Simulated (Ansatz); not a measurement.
## Energy profile

The step: HO₂ ([O][OH]) + SnH₄ → H₂O₂ ([OH][OH]) + SnH₃; bonds formed: H1–O3; bonds broken: H1–Sn2 (atoms numbered as in the saddle structure below).

H1  (-0.395, -0.155, -0.429)
Sn2  (1.392, 0.020, -0.148)
O3  (-1.786, -0.273, -0.627)
O4  (-2.394, -0.372, 0.576)
H5  (1.641, 1.175, 1.087)
H6  (2.043, -1.482, 0.333)
H7  (2.151, 0.549, -1.582)
H8  (-2.652, 0.538, 0.789)
(Å)

Electronic energies by CCSD(T) at an estimated basis limit (MP2 extrapolated from triple and quadruple zeta, plus CCSD(T) − MP2 in triple zeta), on PBE0-D4/def2-TZVP structures; SnH5O2, doublet; no counterpoise correction; spin–orbit coupling, which lowers free halogen atoms and radicals such as OH and SH, is left out. Computed with Ansatz 0.2.0 (basis: def2-TZVPP and def2-QZVPP); correlated methods freeze the cores; orbitals are unrestricted. Filled d shells of the heavier atoms are correlated. Core potentials replace the inner electrons of the atoms past krypton. The def2 sets are not built for correlating such inner shells, so the correlated values are less sure here. Extrapolation: Hartree–Fock as exp(−7.88 √X), correlation as X^−2.97.

Problem. Give the profile in kJ/mol, counted from the separated reactants. (An estimate is asked for; the value comes from the calculation.)

Solution. Computed:
```
                                                                                          point  kJ/mol
  separated: SnH4 (H1, Sn2, H5, H6, H7; singlet) + HO2 (linked as [O][OH]; O3, O4, H8; doublet)     0.0
                                                                                start structure   -17.8
                                                                                         saddle    41.5
                                                                                  end structure   -65.0
separated: H2O2 (linked as [OH][OH]; H1, O3, O4, H8; singlet) + SnH3 (Sn2, H5, H6, H7; doublet)   -55.9
```

The T1 diagnostic stays at or below 0.032. ⟨S²⟩ of the unrestricted Hartree–Fock references: 0.75 to 0.79 (a pure state has 0.75).

For scale, one of the runs: CCSD(T)/def2-TZVPP, 182 basis functions, launched by `ansatz run in.yaml --threads 4 --pin off --events-out ev --progress --plain --max-ram 9574MiB`. Hardware: 4 CPU threads of an Arm Neoverse V1, shared host. Wall time 4.6 min; peak host memory 5.6 GiB.
